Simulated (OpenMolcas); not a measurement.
An atom or ion with 32 electrons was computed by MS-CASPT2, IPEA 0.25 Eh, imaginary shift 0.1 Eh with spin-orbit coupling (OpenMolcas, ANO-RCC-VTZP, DKH2). The lowest levels that the run gave, each within 12 % of the measured value where one is at hand:

| J | Parity | E (cm-1) | g |
| --- | --- | --- | --- |
| 0 | even | 0.0 |  |
| 1 | even | 3350 | 1.501 |
| 2 | even | 6950 | 1.465 |
| 2 | even | 19220 | 1.036 |
| 0 | even | 38290 |  |
| 2 | odd | 91550 | 1.999 |
| 2 | odd | 125950 | 1.178 |
| 1 | odd | 126010 | 0.520 |
| 3 | odd | 126660 | 1.334 |
| 0 | odd | 147080 |  |
| 1 | odd | 147340 | 1.484 |
| 2 | odd | 147830 | 1.488 |

Which ion is it, and what are the configurations and terms?

Kr4+ (Z = 36, charge +4; active space 4 electrons in 4 orbitals (4s 4p)). J, parity and g give the terms where levels are pure, and mixed ones are named by the computed weights; the size of the splittings, set against known spectra of the 32-electron sequence, gives the charge. In order, with the measured energies in cm-1 (Saloman, J. Phys. Chem. Ref. Data 36, 215 (2007)): 4s2 4p2 3P0, 4s2 4p2 3P1 (3743), 4s2 4p2 3P2 (7595), 4s2 4p2 1D2 (19723), 4s2 4p2 1S0 (39204), 4s 4p3 5S* 2, 4s 4p3 3D* 2, 4s 4p3 3D* 1, 4s 4p3 3D* 3 (131016), 4s 4p3 3P* 0 (147925), 4s 4p3 3P* 1 (148287), 4s 4p3 3P* 2 (148668).

CASPT2 does not keep the components of a term degenerate, so their means are used; among the terms shown or strongly mixed into the levels shown the widest spread is 960 cm-1 (4s 4p3 3D*). Over all roots computed the reference weight is 0.87 to 0.99; the roots of lowest weight are the least certain, and an intruder state may touch them. Terms of s pⁿ other than that of highest spin mix with s² pⁿ⁻² d, which this space lacks; all of them can be thousands of cm-1 off, and some have no real level of that name. Computed and measured levels are paired by configuration, term and J; levels that our copy of the source lacks, or whose pairing is in doubt (as where it misses far off the trend of its configuration), stay unpaired and out of the deviations. Levels of configurations outside the active space are missing.

* marks odd parity.
